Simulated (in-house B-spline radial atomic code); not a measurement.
Removal energies of one electron outside the [He] 2s2 2p6 core along the 11-electron series, with the parts due to correlation (partial-wave tail included) and to Breit and QED terms, both contained in the total; recoil is left out. Computed with a B-spline radial code for spherical atoms: frozen-core Dirac-Hartree-Fock with a screened correlation potential.

```csv
ion,Z,removal energy of 4s1/2 (eV),correlation part of 4s1/2 (eV),Breit and QED part of 4s1/2 (eV),removal energy of 4p1/2 (eV),correlation part of 4p1/2 (eV),Breit and QED part of 4p1/2 (eV)
Co16+,27,288.81,0.27856,-0.090791,274.27,0.3216,-0.087022
Ni17+,28,?,?,?,?,?,?
Cu18+,29,356.22,0.28944,-0.12285,339.84,0.33724,-0.11792
Zn19+,30,?,?,?,?,?,?
Ga20+,31,430.69,0.30001,-0.16184,412.47,0.3517,-0.1554
Ge21+,32,470.59,0.30475,-0.18418,451.43,0.35811,-0.17682
As22+,33,512.28,0.30913,-0.20853,492.18,0.36454,-0.20013
Se23+,34,555.75,0.31296,-0.23501,534.71,0.37004,-0.22544
Br24+,35,601.01,0.31672,-0.26371,579.02,0.37552,-0.25283
```

Fill in the row of Ni17+.

removal energy of 4s1/2 (eV): 321.63; correlation part of 4s1/2 (eV): 0.28435; Breit and QED part of 4s1/2 (eV): -0.106; removal energy of 4p1/2 (eV): 306.18; correlation part of 4p1/2 (eV): 0.32982; Breit and QED part of 4p1/2 (eV): -0.10169.

Fill in the row of Zn19+.

removal energy of 4s1/2 (eV): 392.57; correlation part of 4s1/2 (eV): 0.29524; Breit and QED part of 4s1/2 (eV): -0.14143; removal energy of 4p1/2 (eV): 375.27; correlation part of 4p1/2 (eV): 0.34484; Breit and QED part of 4p1/2 (eV): -0.1358.
